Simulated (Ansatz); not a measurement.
# Match the barriers

Saddle point of GeH₇OF, singlet (GeH₄ + H₂O + HF → GeH₃F ([F][GeH3]) + H₂O + H₂; bonds formed: Ge1–F7, H2–H8, H6–O9; bonds broken: Ge1–H2, H6–F7, H8–O9), PBE0-D4/def2-TZVP structure:

```xyz
10
angstrom
Ge -0.4524 -1.0267 -0.7854
H 1.0255 -0.1852 -0.2536
H 0.6653 -1.8060 -1.5645
H -1.0395 -2.0664 0.1740
H -1.3155 -0.4195 -1.8985
H -0.2708 1.1009 1.1169
F -1.2270 0.3692 0.3901
H 1.0137 0.4753 0.4262
O 0.7086 1.3316 1.3500
H 0.8920 2.2267 1.0448
```

Program: Ansatz 0.2.0. Basis: def2-TZVPP, with def2-QZVPP for the basis limit. Cores are frozen in the correlated methods. Filled d shells of the heavier atoms are correlated. The def2 sets are not built for correlating such inner shells, so the correlated values are less sure here. Extrapolation: Hartree–Fock as exp(−7.88 √X), correlation as X^−2.97. Four methods, as single points on the PBE0-D4 structures, gave these electronic barriers from the start structure: 138.9, 164.0, 190.0, 251.5 kJ/mol.

(1) The methods were, in alphabetical order, CCSD(T), HF, PBE-D4, PBE0-D4. Which gave which? (Judge from chemistry; the calculation decides.)

The T1 diagnostic stays at or below 0.013. The end structure is not quite a true minimum (one mode of 47i cm⁻¹).

## Answers

(1) The calculation gives: PBE-D4 138.9; PBE0-D4 164.0; CCSD(T) 190.0; HF 251.5 kJ/mol. For comparison, CCSD(T) at an estimated basis limit (MP2 extrapolated from triple and quadruple zeta, plus CCSD(T) − MP2 in triple zeta) gives 192.2 kJ/mol.

Labels in which every atom is bracketed show which atoms are joined, not bond orders.

For scale, one of the runs: CCSD(T)/def2-TZVPP, 208 basis functions, launched by `ansatz run in.yaml --threads 4 --pin off --events-out ev --progress --plain --max-ram 9574MiB`. The run took 72 s on 4 CPU threads of an Arm Neoverse V2 (shared host), with 3 GiB of host memory at its peak.
